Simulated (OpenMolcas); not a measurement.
## Ru5+: moving or changing the point charges

Ru5+ among 4 point charges of -1 e arranged as a tetrahedron (Td), 1.88 Å from the ion.

| Quantity | Value |
| --- | --- |
| Program | OpenMolcas 26.06 |
| Method | CASSCF |
| Basis | ANO-RCC-VDZP [6s5p3d1f] |
| Scalar Hamiltonian | DKH2, point nucleus |
| Active space | 3 electrons in 5 orbitals (4d) |
| State averaging | 2S+1 = 4 even, 10 roots; 2S+1 = 2 even, 40 roots |
| Spin-orbit coupling | state interaction with AMFI integrals over the reference wave functions |

Runs around this geometry, states (labels of Td). Energies in cm-1 above the lowest state or level, χT in cm3 K/mol; under a threefold ground state the first gap can be a small split of the lowest multiplet, not the spin-orbit step; 10Dq and B are least-squares fits to the states below 45000 cm-1, weighted by degeneracy, with a free offset, and given where the rms deviation is under 5 % of |10Dq| (or 100 cm-1) and under 700 cm-1; 10Dq is negative for this site.

| R (Å) | q (e) | Ground state | First state of that spin | 10Dq | B (rms of fit) | First gap with spin-orbit (degeneracies) | χT at 300 K | First state of another spin |
| --- | --- | --- | --- | --- | --- | --- | --- | --- |
| 1.88 | -0.8 | 4T1 | 4T2 1200 | -1494 | 995 (22) | 1105 (4, 2) | 0.189 | 2E 16492 |
| 1.69 | -1 | 4T1 | 4T2 2454 | -3010 | 992 (26) | 904.8 (4, 2) | 0.230 | 2E 15647 |
| 1.88 | -1 | 4T1 | 4T2 1484 | -1843 | 995 (23) | 1051 (4, 2) | 0.198 | 2E 16363 |
| 2.1 | -1 | 4T1 | 4T2 869.8 | -1087 | 996 (20) | 1175 (4, 2) | 0.180 | 2E 16572 |

Taking |10Dq| as R^-n, n = -ln(1087 / 3010) / ln(2.1 / 1.69) = 4.7 between the shortest and longest distance. The point-charge formula for a cubic d site gives n = 5.

Scaling the charges by -0.8 / -1 = 0.80 scales |10Dq| by 1494 / 1843 = 0.81; with fixed orbitals a first-order splitting would follow the charge.

Without dynamic correlation the repulsion within the d shell is too large (B by tens of per cent), so at a given field states of lower spin stand too high. Point charges give a weaker field than real ligands, and real ions of this kind are as a rule low spin; the high spin found here belongs to the model. Spin-orbit coupling mixes the spin-free states strongly: the lowest level takes only 67 % from its leading state, 4T1 (figures for R = 1.88, q = -0.8; the like holds for R = 2.1, q = -1). The ground term spreads over less than 5000 cm-1, several times less than with real ligands, so orbital moments are less quenched and χT lies further from the spin-only value than at real sites (holds for R = 1.88, q = -0.8; R = 1.88, q = -1; R = 2.1, q = -1). An orbital triplet at a regular site is open to Jahn-Teller coupling, which can distort the site and quench the lowest spin-orbit gaps and is left out (holds for R = 1.69, q = -1; R = 1.88, q = -1). This is an electrostatic model: the charges have no orbitals. No measured value stands beside these numbers.
